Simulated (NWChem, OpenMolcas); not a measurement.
Worked example: vertical ionisation energy of CH5FOSn (SMILES C[O][SnH2][F])

CH5FOSn has 9 atoms, charge 0, and is taken as a singlet. As SMILES, `C[O][SnH2][F]`. The coordinates come from a PBE0-D4/def2-TZVP relaxation. This is one conformer, not always the lowest.

Both states at this one shape; open shells run unrestricted unless said. 1 Eh = 27.2114 eV.

| level | program | singlet CH5FOSn (Eh) | doublet CH5FOSn+ (Eh) |
| --- | --- | --- | --- |
| HF/def2-SVP (core potential) | OpenMolcas | -428.260158 | -427.922388 |
| BLYP/def2-SVP (core potential) | OpenMolcas | -430.201021 | -429.843806 |
| BHLYP/def2-SVP (core potential) | OpenMolcas | -430.135088 | -429.761804 |
| MP2/def2-SVP (core potential), 7 core orbitals frozen | NWChem | -428.892353 | -428.504698 |

Problem. Work out the vertical ionisation energy at each level.

Solution. 
1. HF/def2-SVP (core potential): -427.922388 − (-428.260158) = 0.337770 Eh = 9.19 eV.
2. BLYP/def2-SVP (core potential): -429.843806 − (-430.201021) = 0.357215 Eh = 9.72 eV.
3. BHLYP/def2-SVP (core potential): -429.761804 − (-430.135088) = 0.373284 Eh = 10.16 eV.
4. MP2/def2-SVP (core potential): -428.504698 − (-428.892353) = 0.387655 Eh = 10.55 eV.

No measured value is set beside it here; the levels span 9.19 to 10.55 eV. Hartree–Fock favours the state with fewer electron pairs, since it lacks pair correlation. Spin-orbit coupling is left out.
